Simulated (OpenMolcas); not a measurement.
# Levels of Hg by method

| Item | Value |
| --- | --- |
| Program | OpenMolcas 26.06 |
| Basis | ANO-RCC-VQZP [9s8p6d4f2g1h] |
| Scalar Hamiltonian | DKH2, point nucleus |
| Active space | 2 electrons in 9 orbitals (RAS2 6s 6p; RAS3 6d, at most 2 electrons) |
| State averaging | 2S+1 = 3 even, 3 roots (0 in the spin-orbit step); 2S+1 = 1 even, 6 roots (1 in the spin-orbit step); 2S+1 = 3 odd, 3 roots; 2S+1 = 1 odd, 3 roots |
| Spin-orbit coupling | state interaction with AMFI integrals over the reference wave functions, term energies averaged over their components |

Methods on the same reference wave functions:
A. RASSCF
B. SS-RASPT2, IPEA 0.25 Eh, imaginary shift 0.1 Eh (closed shells correlated: 5d)

Energies in cm-1 above 6s2 1S0, the measured ground level; measured values from NIST Handbook of Basic Atomic Spectroscopic Data.

```csv
Level,A,B,Measured
6s2 1S0,0.0,0.0,0.0
6s 6p 3P* 0,29108,36268,37645
6s 6p 3P* 1,30789,37921,39412
6s 6p 3P* 2,34506,41666,44043
6s 6p 1P* 1,47658,51665,54069
```

Deviations, from unrounded energies. A percentage is the sum of absolute deviations over the sum of measured energies, with the sign that they share, or ± where signs differ.

```json
{"Against measurement": "mean absolute deviation (cm-1)", "Levels": "4", "A": "8300", "B": "1900"}
{"Against measurement": "other configurations (%)", "Levels": "4", "A": "-18.9", "B": "-4.4"}
```

B lies closest to measurement on these levels. The largest miss of B in the table is 6s 6p 1P* 1, by -2400 cm-1. The ranking rests on the paired levels alone, and a cruder setting can come out closer through cancelling errors.

The lowest spin-free term lies below A's lowest term by 0.435 hartree in B.

Some high roots are left out of the spin-orbit mixing, which shifts the levels that they would mix with. Active for correlation alone: 6d; no level in the range computed is led by a configuration that fills it, so any true level of that kind is missing. Spin-orbit splittings of 6p shells tend to come out small when the coupling is added on scalar orbitals. Computed and measured levels are paired by configuration, term and J; levels that our copy of the source lacks, or whose pairing is in doubt (as where it misses far off the trend of its configuration), stay unpaired and out of the deviations. Levels of configurations outside the active space are missing.

* marks odd parity.
